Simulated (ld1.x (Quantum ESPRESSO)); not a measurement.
## u(r) = r·R(r): atom against pseudo-atom (carbon)

Columns: radius, all-electron u(r) and pseudo u(r) of the 2p shell (level -5.29 eV) of carbon in the configuration [He] 2s2 2p2; PBE, scalar-relativistic, PAW scheme, ld1.x (Quantum ESPRESSO) 7.5.

| r (bohr) | all-electron | pseudo |
| --- | --- | --- |
| 0.085 | 0.0356 | 0.0096 |
| 0.170 | 0.1131 | 0.0379 |
| 0.255 | 0.2051 | 0.0829 |
| 0.340 | 0.2974 | 0.1420 |
| 0.425 | 0.3830 | 0.2115 |
| 0.510 | 0.4584 | 0.2871 |
| 0.595 | 0.5226 | 0.3648 |
| 0.680 | 0.5762 | 0.4401 |
| 0.765 | 0.6200 | 0.5097 |
| 0.850 | 0.6539 | 0.5704 |
| 0.935 | 0.6788 | 0.6202 |
| 1.020 | 0.6956 | 0.6582 |
| 1.105 | 0.7053 | 0.6841 |
| 1.190 | 0.7088 | 0.6988 |
| 1.275 | 0.7072 | 0.7038 |
| 1.360 | 0.7012 | 0.7010 |
| 1.445 | 0.6917 | 0.6923 |
| 1.530 | 0.6793 | 0.6798 |
| 1.615 | 0.6647 | 0.6648 |
| 1.700 | 0.6483 | 0.6483 |
| 1.785 | 0.6305 | 0.6305 |
| 1.870 | 0.6117 | 0.6117 |
| 1.955 | 0.5922 | 0.5922 |
| 2.040 | 0.5723 | 0.5723 |
| 2.125 | 0.5522 | 0.5522 |
| 2.210 | 0.5320 | 0.5320 |

Question: How many radial nodes do the two functions have?

Answer: The all-electron 2p function has n − l − 1 = 0; the pseudo-wave has 0.

Question: At about which radius was the pseudo-wave matched?

Answer: 1.70 bohr. The columns agree to 0.0005 from 1.53 bohr on; several derivatives are matched, so the curves merge somewhat inside the radius.

Question: Is the pseudo-wave norm-conserving?

Answer: No, it belongs to a PAW set: the norm inside the radius is not constrained, and the difference is carried by the augmentation charge.
